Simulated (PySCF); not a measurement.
## Ionisation energy of Se by level of theory

Se [Ar] 3d10 4s2 4p4 (3P) → Se⁺ [Ar] 3d10 4s2 4p3 (4S), as a difference of total energies. Computed with PySCF 2.14 in def2-TZVP (6s5p4d1f, 48 functions), with the non-relativistic Hamiltonian (point nucleus). Correlated levels: valence: [Ar] 3d10 frozen. The calculations carry no spin-orbit coupling.

```tsv
method	ionisation energy (eV)	difference from reference (eV)
UHF	8.587	-1.048
MN15	9.553	-0.082
M06-2X	9.610	-0.025
MP2 (valence)	9.248	-0.387
SCS-MP2 (valence)	9.313	-0.322
CCSD (valence)	9.362	-0.273
CCSD(T) (valence)	9.390	-0.245
```

Reference: 9.635 eV (measured; NIST levels, between the centres of gravity of the two terms).

These non-relativistic numbers lack the scalar-relativistic shift.

Errors of the correlated levels include the incompleteness of this basis and the frozen core.
